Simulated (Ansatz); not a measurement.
Reaction (ligand exchange at the Si–O bond): `[NH2][Al]([SH])[O][SiH3]` + `S[CH2][GeH3]` → `[SiH3]S[CH2][GeH3]` + `[NH2][Al]([OH])[SH]`

Computed with Ansatz on PBE0-D4/def2-TZVP structures; ΔE is electronic, products minus reactants. CBS: MP2 limit from def2 TZ/QZ plus the TZ coupled-cluster correction, frozen cores. For Ge outer-core shells are correlated without core-valence functions, which leaves a few kJ/mol of doubt a bond. Scalar relativity is left out up to krypton. Each species was taken in one conformer, which may not be the lowest.

`[NH2][Al]([SH])[O][SiH3]`:

Cartesian coordinates in Å:
```
N 0.837 -1.275 -2.063
Al 0.840 -0.344 -0.576
S 2.729 0.255 0.331
O -0.618 0.085 0.146
Si -1.645 0.735 1.222
H 1.660 -1.573 -2.559
H 0.005 -1.584 -2.536
H 2.104 0.879 1.345
H -2.526 1.727 0.551
H -0.896 1.424 2.311
H -2.489 -0.329 1.828
```

`S[CH2][GeH3]`:

Z-matrix (Å, degrees):
```
C
Ge 1 1.962
S 1 1.808 2 112.6
H 1 1.091 2 111.2 3 -125.2
H 1 1.092 2 108.8 3 116.5
H 2 1.541 1 110.6 3 176.5
H 2 1.539 1 108.3 3 56.9
H 2 1.535 1 109.4 3 -62.4
H 3 1.343 1 97.4 2 -52.6
```

`[SiH3]S[CH2][GeH3]`:

```xyz
12

Si   -0.151    2.204   -1.167
S    -0.970    0.793    0.197
C     0.305   -0.494    0.073
Ge   -0.150   -1.998    1.256
H    -1.080    3.360   -1.201
H     1.199    2.643   -0.722
H    -0.019    1.609   -2.524
H     0.375   -0.862   -0.952
H     1.277   -0.096    0.370
H    -1.506   -2.583    0.837
H     0.943   -3.073    1.127
H    -0.222   -1.502    2.706
```

`[NH2][Al]([OH])[SH]`:

Z-matrix (Å, degrees):
```
N
Al 1 1.761
H 1 1.006 2 125.7
H 1 1.007 2 124.1 3 -180.0
O 2 1.693 1 123.7 3 -0.0
S 2 2.178 1 119.4 3 -179.9
H 5 0.955 2 125.1 1 0.1
H 6 1.344 2 91.5 1 179.9
```

```
                   species  CCSD(T)/CBS(def2) energy (Eh)
`[NH2][Al]([SH])[O][SiH3]`                    -1062.54854
            `S[CH2][GeH3]`                    -2515.53503
      `[SiH3]S[CH2][GeH3]`                    -2805.83640
     `[NH2][Al]([OH])[SH]`                     -772.22585
```

Work out ΔE.

ΔE = (-2805.83640) + (-772.22585) − (-1062.54854) − (-2515.53503) = 0.02132 Eh = +56.0 kJ/mol.

Largest T1 diagnostic among the species: 0.011.

From PBE to PBE0 (25 % exact exchange), in def2-TZVPP and without D4, ΔE moves by +5.4 kJ/mol. At CCSD(T), def2-SVP lies +7.4 kJ/mol from the extrapolated value and def2-TZVPP +3.8 kJ/mol.
